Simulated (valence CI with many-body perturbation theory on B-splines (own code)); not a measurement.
# E1 transitions of Fe V

Computed by relativistic CI+MBPT: four valence electrons over a frozen Dirac-Fock core [Ar], a basis of 7 s, 7 p, 8 d, 6 f, 4 g, 1 h functions for each j, with the one-electron correlation potential Σ1, the two-electron term Σ2, the three-electron term Σ3, Breit, model QED; selected CI, second order for the rest, scaled by the run's own slope (own B-spline code, finite nucleus).

Against 60 measured levels this calculation errs by 2075 cm⁻¹ on average and by 5068 at most. These come from a selection out of Corliss and Sugar, J. Phys. Chem. Ref. Data 11, 135 (1982). Levels without a partner in it may be off by more, other configurations by 1,000 to 8,000 cm⁻¹. The list stops below the first excitations out of the core.

Lines 101 to 150 of 600 in falling wavelength, among levels below 319600 cm⁻¹, chosen from the strongest by gf and those to the six lowest levels. Wavelengths and rates use the calculated energies, so an error of 2000 cm⁻¹ moves a line at 145.7 nm by 2.9 % and its rate by three times that or more. Electric multipoles are in the length gauge, E1 and E2 with the static RPA response of the core. Weak lines are less certain than strong ones. Lines between different terms over intervals too small for the method are left out, as are lines whose strength nearly cancels. Where a level lies close to another of its J and parity, the split of strength between their lines is uncertain. The highest levels of a list are the least certain.

Names give the largest LS component (configuration and term), which can be under half, so a name can repeat, a term be missing and a line seem to break the LS rules; names also repeat where a configuration has a term twice. Letters in brackets count levels of one name in rising energy.

```csv
λ vac (nm),Upper,Lower,A (s⁻¹),S (a.u.)
145.7,3d³4p ³P°_2 [b],3d³4s ³P_1 [b],1.02e+08,7.78e-01
145.6,3d³4p ³P°_2 [b],3d³4s ³P_2 [b],7.15e+07,5.45e-01
145.6,3d³4p ¹H°_5 [a],3d³4s ¹G_4,6.31e+08,1.06e+01
145.6,3d³4p ³F°_4 [d],3d³4s ³F_4 [b],7.99e+08,1.10e+01
145.6,3d³4p ³D°_3 [e],3d³4s ¹D_2 [a],9.76e+07,1.04e+00
145.5,3d³4p ⁵P°_2,3d³4s ⁵P_2,6.36e+07,4.83e-01
145.4,3d³4p ³F°_2 [c],3d³4s ³D_2 [a],2.01e+08,1.53e+00
145.2,3d³4p ¹F°_3 [a],3d³4s ¹G_4,5.85e+08,6.19e+00
145.0,3d³4p ⁵P°_3,3d³4s ⁵P_3,6.55e+08,6.91e+00
145.0,3d³4p ³S°_1 [a],3d³4s ³D_2 [a],7.74e+07,3.49e-01
145.0,3d³4p ⁵G°_5,3d³4s ⁵F_4,7.15e+08,1.18e+01
145.0,3d³4p ⁵P°_2,3d³4s ⁵P_1,3.19e+08,2.40e+00
144.9,3d³4p ³D°_3 [c],3d³4s ³D_2 [a],7.05e+07,7.41e-01
144.7,3d³4p ³D°_3 [c],3d³4s ³D_3 [a],1.68e+08,1.76e+00
144.6,3d³4p ³G°_3 [b],3d³4s ³G_4,1.76e+08,1.84e+00
144.1,3d³4p ³G°_3 [b],3d³4s ³G_3,5.65e+08,5.84e+00
144.0,3d³4p ⁵G°_6,3d³4s ⁵F_5,8.71e+08,1.67e+01
144.0,3d³4p ³G°_4 [b],3d³4s ³G_5,1.59e+08,2.11e+00
143.9,3d³4p ⁵P°_3,3d³4s ⁵P_2,2.24e+08,2.31e+00
143.7,3d³4p ³P°_2 [b],3d³4s ³P_2 [a],8.86e+07,6.49e-01
143.7,3d³4p ¹F°_3 [b],3d³4s ¹D_2 [a],3.70e+08,3.79e+00
143.6,3d³4p ¹D°_2 [c],3d³4s ¹F_3,6.18e+08,4.52e+00
143.6,3d³4p ³F°_2 [c],3d³4s ³D_1 [a],1.88e+08,1.37e+00
143.5,3d³4p ³P°_0 [a],3d³4s ⁵P_1,3.81e+08,5.56e-01
143.5,3d³4p ³D°_3 [d],3d³4s ³D_2 [a],4.46e+08,4.55e+00
143.4,3d³4p ³D°_2 [b],3d³4s ³P_1 [b],2.85e+08,2.07e+00
143.3,3d³4p ³D°_3 [d],3d³4s ³D_3 [a],9.35e+07,9.51e-01
143.3,3d³4p ³D°_2 [b],3d³4s ³P_2 [b],8.53e+07,6.19e-01
143.3,3d³4p ⁵D°_1 [b],3d³4s ⁵P_2,1.48e+08,6.46e-01
143.2,3d³4p ³F°_3 [a],3d³4s ³F_4 [a],1.16e+08,1.18e+00
143.2,3d³4p ³G°_4 [b],3d³4s ³G_4,4.99e+08,6.51e+00
143.0,3d³4p ³G°_5 [b],3d³4s ³G_5,5.91e+08,9.39e+00
142.8,3d³4p ³P°_2 [a],3d³4s ⁵P_2,2.43e+08,1.74e+00
142.8,3d³4p ⁵D°_1 [b],3d³4s ⁵P_1,2.98e+08,1.28e+00
142.7,3d³4p ³I°_5,3d³4s ³H_4,8.59e+08,1.36e+01
142.7,3d³4p ³F°_2 [a],3d³4s ³F_3 [a],1.40e+08,1.00e+00
142.6,3d³4p ³G°_4 [b],3d³4s ³G_3,1.29e+08,1.67e+00
142.4,3d³4p ³G°_3 [c],3d³4s ¹D_2 [a],2.72e+08,2.71e+00
142.3,3d³4p ³D°_3 [b],3d³4s ³P_2 [b],7.08e+08,7.05e+00
142.3,3d³4p ³D°_1 [b],3d³4s ³P_1 [a],1.08e+08,4.62e-01
142.2,3d³4p ³D°_2 [c],3d³4s ³D_1 [a],2.29e+08,1.63e+00
142.2,3d³4p ³G°_5 [b],3d³4s ³G_4,1.77e+08,2.76e+00
142.1,3d³4p ¹I°_6,3d³4s ¹H_5,8.63e+08,1.59e+01
142.1,3d³4p ³F°_4 [c],3d³4s ³D_3 [a],7.93e+08,1.01e+01
142.0,3d³4p ¹G°_4 [a],3d³4s ³G_5,3.07e+08,3.91e+00
141.8,3d³4p ³F°_4 [a],3d³4s ³F_4 [a],8.35e+08,1.06e+01
141.7,3d³4p ³D°_1 [b],3d³4s ³P_0 [a],2.12e+08,8.91e-01
141.7,3d³4p ⁵D°_4 [a],3d³4s ⁵F_5,8.73e+08,1.10e+01
141.7,3d³4p ⁵D°_3 [a],3d³4s ⁵F_4,7.58e+08,7.46e+00
141.7,3d³4p ⁵D°_2 [a],3d³4s ⁵F_3,6.08e+08,4.27e+00
```
